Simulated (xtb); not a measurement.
F3In, triplet, from a rough starting geometry (GFN-xTB shapes and energies of metal compounds can be far from the true ones) (a higher spin typed on purpose: for a closed-shell molecule this is an excited state); GFN2-xTB run with xtb.

xtb was given this input:
```
$ xtb mol.xyz --gfn 2 --uhf 2 --opt vtight --json

# file mol.xyz
4

In    -0.01643225    -0.00083315    -0.00645999
F     -1.64942722    -1.06852728     0.00756209
F      0.05228798     1.85305683    -0.71580287
F      1.65447105    -0.84627446     0.60132918
```

Output, abridged:

```
   ID    Z sym.   atoms
    1   49 In     1
    2    9 F      2-4

           -------------------------------------------------
          |                Calculation Setup                |
           -------------------------------------------------

           -------------------------------------------------
          |                 G F N 2 - x T B                 |
           -------------------------------------------------

          ...................................................
          :                      SETUP                      :
          :.................................................:
          :  # basis functions                  22          :
          :  # atomic orbitals                  21          :
          :  # shells                            9          :
          :  # electrons                        24          :
          :  max. iterations                   250          :
          :  Hamiltonian                  GFN2-xTB          :
          :  restarted?                      false          :
          :  GBSA solvation                  false          :
          :  PC potential                    false          :
          :  electronic temp.          300.0000000     K    :
          :  accuracy                    1.0000000          :
          :  -> integral cutoff          0.2500000E+02      :
          :  -> integral neglect         0.1000000E-07      :
          :  -> SCF convergence          0.1000000E-05 Eh   :
          :  -> wf. convergence          0.1000000E-03 e    :
          :  Broyden damping             0.4000000          :
          :  net charge                          0          :
          :  unpaired electrons                  2          :
          ...................................................

 iter      E             dE          RMSdq      gap      omega  full diag
   1    -15.3501516 -0.153502E+02  0.100E+01    6.55       0.0  T
   2    -15.3468359  0.331569E-02  0.530E+00    6.62       1.0  T
   3    -15.0854064  0.261430E+00  0.825E+00    6.30       1.0  T
   4    -15.2078017 -0.122395E+00  0.562E+00    6.48       1.0  T
   5    -15.2311438 -0.233421E-01  0.502E+00    6.52       1.0  T
   6    -15.3599618 -0.128818E+00  0.285E+00    6.54       1.0  T
   7    -15.3378443  0.221175E-01  0.317E+00    6.52       1.0  T
   8    -15.3510562 -0.132119E-01  0.267E+00    6.52       1.0  T
   9    -15.3850908 -0.340346E-01  0.124E+00    6.52       1.0  T
[...]
 * total energy  :   -15.4231381 Eh     change       -0.9315463E-04 Eh
 * total energy  :   -15.4231850 Eh     change       -0.4683644E-04 Eh
 * total energy  :   -15.4232057 Eh     change       -0.2074539E-04 Eh
 * total energy  :   -15.4232180 Eh     change       -0.1223294E-04 Eh
 * total energy  :   -15.4232261 Eh     change       -0.8188034E-05 Eh
 * total energy  :   -15.4232306 Eh     change       -0.4409777E-05 Eh
 * total energy  :   -15.4232323 Eh     change       -0.1733614E-05 Eh
 * total energy  :   -15.4232328 Eh     change       -0.4974724E-06 Eh
 * total energy  :   -15.4232330 Eh     change       -0.2348892E-06 Eh
 * total energy  :   -15.4232334 Eh     change       -0.3783833E-06 Eh
 * total energy  :   -15.4232336 Eh     change       -0.1569800E-06 Eh
 * total energy  :   -15.4232336 Eh     change       -0.4095758E-07 Eh
   *** GEOMETRY OPTIMIZATION CONVERGED AFTER 18 ITERATIONS ***
         :: total energy             -15.423233600350 Eh    ::
[...]
        20                          0.3083378               8.3903
        21                          0.3100972               8.4382
      -------------------------------------------------------------
                  HL-Gap            0.2623965 Eh            7.1402 eV
             Fermi-level           -0.4349970 Eh          -11.8369 eV

     #   Z          covCN         q      C6AA      α(0)
     1  49 In       1.721     0.533   352.393    41.925
     2   9 F        0.574    -0.178    11.064     3.921
     3   9 F        0.573    -0.178    11.064     3.921
     4   9 F        0.574    -0.178    11.064     3.921

 Mol. C6AA /au·bohr⁶  :        780.027918
 Mol. C8AA /au·bohr⁸  :      70316.336719
 Mol. α(0) /au        :         53.689362

Wiberg/Mayer (AO) data.
largest (>0.10) Wiberg bond orders for each atom

 ---------------------------------------------------------------------------
     #   Z sym  total        # sym  WBO       # sym  WBO       # sym  WBO
 ---------------------------------------------------------------------------
     1  49 In   1.949 --     2 F    0.650     4 F    0.650     3 F    0.649
     2   9 F    0.949 --     1 In   0.650     4 F    0.150     3 F    0.149
     3   9 F    0.948 --     1 In   0.649     4 F    0.150     2 F    0.149
     4   9 F    0.950 --     1 In   0.650     2 F    0.150     3 F    0.150
 ---------------------------------------------------------------------------

Topologies differ in total number of bonds
Writing topology from bond orders to xtbtopo.mol

molecular dipole:
                 x           y           z       tot (Debye)
 q only:       -0.000      -0.001      -0.006
   full:       -0.001      -0.001      -0.007       0.019
molecular quadrupole (traceless):
                xx          xy          yy          xz          yz          zz
 q only:       -2.298      -0.503      -1.712      -1.346       2.416       4.010
  q+dip:       -2.464      -0.540      -1.835      -1.443       2.590       4.299
   full:       -3.725      -0.818      -2.777      -2.181       3.918       6.503

optimized geometry written to: xtbopt.xyz

           -------------------------------------------------
          | TOTAL ENERGY              -15.423233600350 Eh   |
          | GRADIENT NORM               0.000028713205 Eh/α |
          | HOMO-LUMO GAP               7.140172443491 eV   |
           -------------------------------------------------

normal termination of xtb
```
